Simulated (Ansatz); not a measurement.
Process, species as SMILES: [Ge]=[S] (S-Ge) (closed-shell singlet) → Ge atom + S atom
B3LYP-D3(BJ)/def2-TZVP geometries, fixed; electronic energies without zero-point terms.

How fast the atomisation energy converges with the basis for several methods (Ansatz, a first-principles code): deviation from each method's own reference, in kcal/mol. References: B2PLYP 132.24 kcal/mol, the value in aug-cc-pV(5+d)Z; CCSD(T) 132.67 kcal/mol, Hartree-Fock in aug-cc-pV(Q+d)Z plus the correlation part extrapolated as X^-3 from aug-cc-pV(T+d)Z and aug-cc-pV(Q+d)Z; HF 74.84 kcal/mol, the value in aug-cc-pV(5+d)Z; MP2 138.56 kcal/mol, Hartree-Fock in aug-cc-pV(5+d)Z plus the correlation part extrapolated as X^-3 from aug-cc-pV(Q+d)Z and aug-cc-pV(5+d)Z; PBE 137.71 kcal/mol, the value in aug-cc-pV(5+d)Z; PBE0 130.05 kcal/mol, the value in aug-cc-pV(5+d)Z. Cartesian d functions, on some or all atoms, in 6-311G**; all else is spherical. In correlated methods cores are frozen (with 3d on Ga to Br). Open shells are unrestricted. No added dispersion term, no relativity. 

| basis | functions | B2PLYP | CCSD(T) | HF | MP2 | PBE | PBE0 |
|---|---|---|---|---|---|---|---|
| pcseg-1 | 45 | -6.95 | -16.51 | -3.09 | -18.20 | -2.46 | -2.90 |
| def2-SVP | 50 | -4.82 | -14.34 | -1.81 | -17.02 | 0.43 | -0.50 |
| aug-cc-pV(D+d)Z | 68 | -4.98 | -13.85 | -1.43 | -14.20 | -1.54 | -1.52 |
| 6-311G** | 71 | -6.44 | -14.66 | -2.84 | -18.00 | -2.27 | -2.57 |
| pcseg-2 | 77 | -3.17 | -7.71 | -1.09 | -9.90 | -1.34 | -1.33 |
| def2-TZVPD | 100 | -1.04 | -6.26 | 0.54 | -6.90 | 0.92 | 0.65 |
| def2-TZVPPD | 105 | -0.99 | -6.07 | 0.51 | -6.70 | 0.92 | 0.64 |
| aug-pcseg-2 | 109 | -1.87 | -6.47 | -0.18 | -7.48 | -0.47 | -0.40 |
| aug-cc-pV(T+d)Z | 114 | -1.67 | -6.35 | -0.29 | -6.82 | -0.26 | -0.26 |
| def2-QZVPP | 159 | -0.59 | -3.08 | -0.01 | -3.80 | 0.03 | 0.00 |
| aug-pcseg-3 | 182 | -0.64 | -3.15 | 0.10 | -3.82 | -0.17 | -0.10 |
| pcseg-4 | 216 | -0.25 | -1.73 | 0.13 | -2.28 | -0.22 | -0.14 |

Mean absolute deviation over 6-311G**, pcseg-2, def2-TZVPD, def2-TZVPPD, aug-pcseg-2, aug-cc-pV(T+d)Z: HF 0.91, PBE0 0.97, PBE 1.03, B2PLYP 2.53, CCSD(T) 7.92, MP2 9.30 kcal/mol.
